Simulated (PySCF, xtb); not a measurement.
BFH₄O₃Si, SMILES OB(O)O[SiH2]F.

GFN2-xTB (xtb 6.7.1) at its own geometry gives an orbital gap of 6.60 eV and a dipole moment of 2.25 D.

Geometry optimised at PBE0-D3(BJ)/def2-SVP. This is a generated structure with no PubChem entry under its InChIKey; it may be hypothetical. Other conformers were not sampled.

Question: What does M06-2X/def2-TZVP (PySCF) give? (Estimate from the structure and the level; the computed values follow.)

Answer: gap 11.77 eV (levels -11.06 and 0.71 eV), dipole 2.55 D.
